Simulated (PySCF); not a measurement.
HOSi, SMILES [SiH]=O (connectivity only; charge and spin as stated), charge +1, multiplicity 1.

Geometry optimised at PBE-D3(BJ)/def2-TZVPD. The spin state was assumed, not searched. The isomer is the one that the SMILES or the coordinates give; other isomers of the formula were not compared.

Calculation: PBE-D3(BJ)/def2-TZVPD (PySCF 2.14.0).

Frequencies are harmonic and unscaled.

Modes within 1.5 cm⁻¹ of each other (mostly degenerate sets) share a row, with their intensities summed.

```tsv
mode	ν (cm⁻¹)	IR (km/mol)	moving atoms (share of kinetic energy)
1–2	407	6.3	H 83 %, Si 12 %
3	1252	11.4	O 64 %, Si 33 %
4	2130	78.7	H 95 %
```
